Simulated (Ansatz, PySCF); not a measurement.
Conformers of CH5BFN (SMILES CNBF), B3LYP-D3(BJ)/def2-TZVP minima from an xTB search, which can miss the lowest.
Conformer 1 (charge 0, multiplicity 1):
```xyz
9

C     -1.122    -0.086     0.228
N      0.218     0.475     0.165
B      1.348    -0.126    -0.380
F      1.256    -1.355    -0.920
H     -1.117    -1.075    -0.226
H     -1.463    -0.186     1.262
H     -1.840     0.536    -0.312
H      0.315     1.395     0.563
H      2.405     0.424    -0.381
```

Correlated levels freeze the cores. CBS(a, b) extrapolates the correlation energy as X⁻³ and adds the Hartree–Fock energy of set b. MP2 and its Hartree–Fock in cc-pVQZ are density fitted. Rows in 6-31G* carry no dispersion term and start afresh at each structure (6-31G* with six Cartesian d functions).

Programs: Ansatz (an electronic-structure program) with Gaussian orbitals; PySCF for 6-31G* rows. 

Electronic energies of 2 conformers above conformer 1 (kcal/mol):

```
level                                         conformer 1  conformer 2
--------------------------------------------  -----------  -----------
PBE/def2-TZVPP                                       0.00         0.22
B3LYP/6-31G*                                         0.00         0.21
wB97M-V/def2-TZVPP                                   0.00         0.29
MP2/CBS(cc-pVTZ, cc-pVQZ) + ΔCCSD(T)/cc-pVTZ         0.00         0.41
```

Question: Give Boltzmann populations at 298.15 K for each level, counting each conformer once and leaving out zero-point, thermal and symmetry terms.

Answer: 
Weights exp(−E/RT) with RT = 0.5925 kcal/mol, divided by their sum:
- PBE/def2-TZVPP: 59 %, 41 %
- B3LYP/6-31G*: 59 %, 41 %
- wB97M-V/def2-TZVPP: 62 %, 38 %
- MP2/CBS(cc-pVTZ, cc-pVQZ) + ΔCCSD(T)/cc-pVTZ: 67 %, 33 %
The share of conformer 1 runs from 59 to 67 % over these levels.
